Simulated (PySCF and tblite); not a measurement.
Results of a calculation; reference values are marked as such.
C₉H₁₁FO, numbered as in [CH3:1][CH:2]([CH3:3])[c:4]1[cH:5][cH:6][c:7]([OH:8])[c:9]([F:10])[cH:11]1.

Level: PBE0-D3(BJ)/pcSseg-1//GFN2-xTB, thermal terms from GFN2-xTB, symmetry numbers and mirror pairs counted. Conformers within 3 kcal/mol (GFN2-xTB free energy) were kept, 8 at most. Programs: PySCF with density fitting and tblite.

Rotational constants are equilibrium values for the commonest isotopes; dipoles come from the energy level named.

Torsions listed: C1–C2–C4–C5, C6–C7–O8–H8.

```tsv
conformer	shape	symmetry
1	118°, 180°	Cs
2	-62°, 180°	Cs
3	118°, 0°	Cs
4	-62°, 0°	Cs
```

**Question.** Give the rotational constants and dipole components, as needed to look for these species in a jet-cooled rotational spectrum.

**Answer.** 
| conformer | A (MHz) | B (MHz) | C (MHz) | abs μa (D) | abs μb (D) | abs μc (D) | κ | Ic−Ia−Ib (u Å²) |
| --- | --- | --- | --- | --- | --- | --- | --- | --- |
| 1 | 2161 | 677 | 580 | 1.20 | 0.06 | 0.00 | -0.88 | -108.1 |
| 2 | 2300 | 646 | 565 | 1.15 | 0.32 | 0.00 | -0.91 | -108.0 |
| 3 | 2146 | 679 | 580 | 1.16 | 2.65 | 0.00 | -0.87 | -108.0 |
| 4 | 2272 | 648 | 565 | 1.73 | 2.32 | 0.00 | -0.90 | -108.1 |

**Question.** Which type of transition is strongest for conformer 1?

**Answer.** a-type, since that component is clearly the largest; the top is near-prolate.


Conformer gaps in pcSseg-1 on xTB geometries can be 2 kcal/mol off for S=O, P=O and other polar bonds.